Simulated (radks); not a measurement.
Values are calculated unless marked as measured or tabulated.
Species: the praseodymium ion Pr12+. Configuration: [Kr] 4d10 5s1 (the NIST ground configuration).

Level of theory: Dirac Kohn-Sham, PBE, spin-unpolarised, spherical densities, point nucleus (a radial shooting solver on a logarithmic mesh with Libxc functionals).

Energy parts (hartree):
| part | energy |
|---|---|
| total | -9203.5476 |
| kinetic | 9903.1643 |
| electron-nucleus | -22084.0334 |
| Hartree | 3186.7067 |
| exchange-correlation | -209.3853 |

Orbitals (lengths in bohr, moments of r in powers of bohr; <r^-3> diverges for s and p1/2; r(90%) holds 90 % of the orbital's charge):
orbital  occ.  eigenvalue (hartree)      <r^2>  r(90%)  <r^-3>  small-component weight
1s1/2       2             -1543.330  0.0007894  0.0435       -                4.78e-02
2s1/2       2             -254.8147    0.01247   0.159       -                1.04e-02
2p1/2       2             -241.2463   0.009132   0.142       -                1.04e-02
2p3/2       4             -223.5238    0.01039   0.150    7510                9.80e-03
3s1/2       2             -61.21280    0.08456   0.399       -                3.21e-03
3p1/2       2             -55.44647    0.07951   0.393       -                3.15e-03
3p3/2       4             -51.93182    0.08692   0.410    1531                2.97e-03
3d3/2       4             -41.87509    0.07081   0.383   252.1                2.85e-03
3d5/2       6             -41.11805    0.07290   0.388   228.4                2.80e-03
4s1/2       2             -18.22723     0.4238   0.878       -                1.03e-03
4p1/2       2             -16.04429     0.4469   0.909       -                9.63e-04
4p3/2       4             -15.25215     0.4830   0.944   347.3                9.08e-04
4d3/2       4             -11.63716     0.5449    1.02   49.47                7.77e-04
4d5/2       6             -11.49110     0.5575    1.03   44.54                7.63e-04
5s1/2       1              -7.69440      1.757    1.76       -                3.44e-04
5p1/2       0              -6.91496      1.953    1.86       -                3.16e-04
5p3/2       0              -6.70751      2.071    1.91   92.04                3.03e-04
6s1/2       0              -4.31444      5.123    2.96       -                1.74e-04

The highest occupied level is 5s1/2 at -209.38 eV. For comparison, the ionisation energy in NIST's Atomic Spectra Database is 217.0 eV (semi-empirical). In exact Kohn-Sham theory the highest level is minus the ionisation energy, but local and semilocal functionals leave it too shallow, through self-interaction and a potential that decays too fast; potentials with the right tail come closer.

Beside tabulated values, note that spin-unpolarised runs miss the spin-polarisation part of the exchange energy of open shells.
